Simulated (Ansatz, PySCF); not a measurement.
Gas-phase reaction (SMILES): Fc1cnccn1 [2-fluoropyrazine] + 5 C (CH4) + 2 N (NH3) → C=C (C2H4) [ethene] + 2 C=N (CH3N) + CC (C2H6) + CF (CH3F) + 2 CN (CH5N) [methanamine]; bond separation energy.

Each molecule is optimised on its own at B3LYP-D3(BJ)/def2-TZVP (Ansatz, a first-principles code). Valence correlation only, unless marked. No spin-orbit coupling. Non-relativistic. Basis-set limits of correlation are two-point, X^-3; Hartree-Fock from the larger set. [CCSD(T)-MP2]/basis is that difference in the basis named. Unstable Hartree-Fock reference: Fc1cnccn1. Thermal terms are rigid-rotor harmonic-oscillator values from B3LYP-D3(BJ) frequencies (Ansatz or PySCF) at 298.15 K and 1 atm. 1 Eh = 627.5095 kcal/mol.

| species | E, RI-MP2/CBS(cc-pVTZ,cc-pVQZ)+[CCSD(T)-MP2]/cc-pVTZ (Ansatz) (Eh) | E, wB97M-V/def2-TZVPD (Ansatz) (Eh) | H - E (Eh) |
|---|---|---|---|
| Fc1cnccn1 | -363.17188 | -363.59604 | 0.07452 |
| C (CH4) | -40.46125 | -40.49098 | 0.04840 |
| C=C (C2H4) | -78.47961 | -78.56640 | 0.05494 |
| C=N (CH3N) | -94.52169 | -94.62315 | 0.04365 |
| CC (C2H6) | -79.71807 | -79.79204 | 0.07887 |
| CF (CH3F) | -139.63110 | -139.74790 | 0.04297 |
| CN (CH5N) | -95.75026 | -95.83871 | 0.06816 |
| N (NH3) | -56.50668 | -56.55014 | 0.03799 |

**Question.** Work out ΔE and ΔH at 298.15 K at the first level, then ΔH at the second.

**Answer.** 
1. ΔE = [(-78.47961) + 2×(-94.52169) + (-79.71807) + (-139.63110) + 2×(-95.75026)] - [(-363.17188) + 5×(-40.46125) + 2×(-56.50668)] = 0.11881 Eh = 74.6 kcal/mol at RI-MP2/CBS(cc-pVTZ,cc-pVQZ)+[CCSD(T)-MP2]/cc-pVTZ.
2. The terms H - E add up to 0.00790 Eh, so ΔH = (0.11881 + (0.00790))×627.5095 = 79.5 kcal/mol.
3. At wB97M-V/def2-TZVPD the same steps give ΔE = 76.0 and ΔH = 81.0 kcal/mol, a shift of +1.5 from the first level.
4. These values are not checked against measurement here, since the tables used lack a sound gas-phase enthalpy of formation for at least one species.
